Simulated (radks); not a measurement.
Fractional charge and spin in the 5s shell of tin: the spin-up occupation runs from 0 to 1 and the spin-down occupation from 0 to 1; the fullest corner is Sn, [Kr] 4d10 5p(up 1, down 1) 5s(up 1, down 1). Method: scalar-relativistic Kohn-Sham, PBE, spin-polarised, spherical densities, finite nucleus; Fermi nuclear charge, rms radius of each element as measured or else 0.836 A^(1/3) + 0.57 fm; computed with a radial shooting solver on a logarithmic mesh with Libxc functionals. Energy (eV) above the fullest corner. The planes named below are the two flat planes that join the four corners, with an edge along up + down = one added electron.

| down \ up | 0 | 0.25 | 0.5 | 0.75 | 1 |
|---|---|---|---|---|---|
| 0 | 37.707 | 31.037 | 24.920 | 19.346 | 14.307 |
| 0.25 | 31.037 | 24.977 | 19.458 | 14.469 | 10.000 |
| 0.5 | 24.920 | 19.458 | 14.523 | 10.105 | 6.190 |
| 0.75 | 19.346 | 14.469 | 10.105 | 6.241 | 2.862 |
| 1 | 14.307 | 10.000 | 6.190 | 2.862 | 0.000 |

Corners above the fullest one (they belong to Sn+ and the next ion): (up 1, down 0) 14.307 eV, (up 0, down 1) 14.307 eV, (up 0, down 0) 37.707 eV. With half an added electron in each spin the energy lies 0.216 eV from the planes, and with half an added electron in spin up alone -1.087 eV. The planes are only a guide here: the flat-plane condition holds for ground states with one frontier orbital, while this shell lies below other occupied shells, so the corners above the fullest one are inner-hole states and not the ground states of those ions.
